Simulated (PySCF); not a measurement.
## Computed data sheet: `C[S+](C)[B-](F)(F)F`

Compound: C₂H₆BF₃S.
Cartesian coordinates in Å at the PBE0-D3(BJ)/def2-SVP level; atoms count from 1:
```xyz
13
C2H6BF3S angstrom
C     -1.3072   -1.0186   -0.1075
S      0.0365   -0.0464   -0.8068
C      1.4658   -0.7494    0.0293
B     -0.1979    1.7427    0.3881
F     -1.4046    2.1827   -0.0239
F     -0.1643    1.2400    1.6484
F      0.8832    2.4622    0.0221
H     -2.2380   -0.5737   -0.4834
H     -1.2342   -2.0625   -0.4402
H     -1.2836   -0.9450    0.9883
H      1.3201   -0.6919    1.1164
H      1.6309   -1.7836   -0.3005
H      2.3252   -0.1280   -0.2563
```

From PBE0-D3(BJ)/def2-SVP geometry optimisation, gas phase (PySCF):

| Quantity | Value |
| --- | --- |
| Rotational constants A, B, C | 2.798, 1.717, 1.467 GHz |

From B3LYP/def2-SVPD ground state and vertical TDDFT (core frozen in the response) (PySCF):

| Item | Value |
| --- | --- |
| Dipole moment | 5.02 D |
| HOMO energy | -8.04 eV |
| LUMO energy | -0.18 eV |
| HOMO–LUMO gap | 7.86 eV |
| Lowest singlet excitation | 6.65 eV (186 nm, f = 0.002) |
| Strongest line among the 6 lowest singlet transitions | S5 at 8.27 eV (150 nm, f = 0.062) |
| Static isotropic polarisability | 62.9 au |
| Electronic spatial extent ⟨r²⟩ about the centre of nuclear charge | 892 bohr² |

Monoisotopic mass from the formula: 130.0235 u.

In atomic units the dipole is 1.97 e·bohr (1 au = 2.5417 D). The largest Löwdin shares of the HOMO are 0.56 on S2, 0.07 on C3, 0.07 on C1 and 0.06 on F6. The 6 singlets span 6.65 to 8.53 eV, and their oscillator strengths add up to 0.13. S1 lies 1.21 eV below the HOMO–LUMO gap; its leading configuration is HOMO→LUMO, weight 0.97. The principal polarisabilities are 55.1, 66.8 and 66.8 au; their mean is the isotropic value. The rotational constants make it an asymmetric top with κ = (2B − A − C)/(A − C) = -0.62, nearer the prolate limit (−1).

